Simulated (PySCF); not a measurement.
# YSF at several levels of theory

Computed with PySCF 2.14.0 (density fitting, no spin-orbit coupling) at the geometry relaxed with PBE0:

```xyz
3
YSF (singlet)
Y    -0.2499    0.0000   -0.4823
S     1.7341    0.0000    0.6887
F    -1.9245    0.0000    0.5874
```

```csv
level,basis,state,HOMO (eV),gap (eV),charge on Y1 (e),dipole about the centre of mass (D),largest force component (eV/Å)
PBE0,"Y def2-SVP with ECP28, S def2-SVP, F def2-SVP",singlet,-5.96,3.24,0.76,8.03,0.02
TPSSh,the same,singlet,-5.36,2.46,0.76,7.93,0.28
PBE0,"Y def2-TZVP with ECP28, S def2-TZVP, F def2-TZVP",singlet,-6.02,3.25,1.11,8.23,0.06
```

Charges are Mulliken's, which hang on the basis. The relaxation used the grid (50, 194), these runs (75, 302) or, all-electron (x2c bases, spin-free X2C Hamiltonian), (99, 590).

What does M06-L with Y def2-SVP with ECP28, S def2-SVP, F def2-SVP give here?

state singlet, HOMO (eV) -4.89, gap (eV) 2.53, charge on Y1 (e) 0.90, dipole about the centre of mass (D) 8.16, largest force component (eV/Å) 0.26. Time: 2.4 s on 2 threads of Intel(R) Xeon(R) Platinum 8488C (Sapphire Rapids), on a shared host, from an already converged density.
